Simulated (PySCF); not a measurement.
C9H11F3S, SMILES CC(C)(C)c1ccc(C(F)(F)F)s1, GFN2-xTB optimised geometry. Atoms within 1.6 Å of the plane z = 0.0 Å (x, y, z in Å): C1 (2.99, -0.69, -0.39), C2 (1.78, -0.24, -1.22), C4 (1.82, 1.28, -1.39), C5 (0.50, -0.62, -0.55), C6 (0.29, -1.29, 0.63), C7 (-1.07, -1.47, 0.94), C8 (-1.89, -0.93, 0.00), C9 (-3.38, -0.93, 0.00), F10 (-3.90, -1.56, -1.07), F11 (-3.87, -1.56, 1.08), F12 (-3.90, 0.30, 0.00), S13 (-1.01, -0.20, -1.29), H14 (2.97, -0.23, 0.59), H15 (3.90, -0.41, -0.89), H16 (2.99, -1.77, -0.27), H21 (1.76, 1.77, -0.42), H23 (1.08, -1.65, 1.26).

Calculation: PBE/def2-SVP (PySCF). Cells within 0.4 Å of a nucleus heavier than hydrogen are left out (blank, or x).

Map of the electrostatic potential (hartree/e), clipped to [-0.08, 0.12] on the plane z = 0.0 Å:

```
|111111111111111111111111111|
|111111111111111111111111111|
|111111111111111111111111111|
|111111111111111111111111111|
|111111111111111111111111111|
|111111111111111112222222211|
|111001111111111122222222222|
|000000001111111233222222222|
|000000000111111379522222222|
|000000000001112499932222222|
|000011000001111399632222222|
|000499411112112245433222222|
|0009xx954455445445566322222|
|0009xx999999999977999842222|
|001799999999999999999953222|
|00289xx99x99999998999952222|
|001699999999999975999932222|
|000399999999999843899722222|
|000035643233334223599422222|
|000001221111111112344322222|
|000000111000011112222222222|
|000000111111111112222222222|
|000001111111111112222222222|
|111111111111111111222222221|
|111111111111111111122222111|
|111111111111111111111111111|
|111111111111111111111111111|
```
Scale: ten equal steps from -0.024 (start of '0') to 0.120 (end of '9'), in the order '0123456789'; x runs from -6.00 to 6.00, y from -6.00 (bottom) to 6.00 (top).
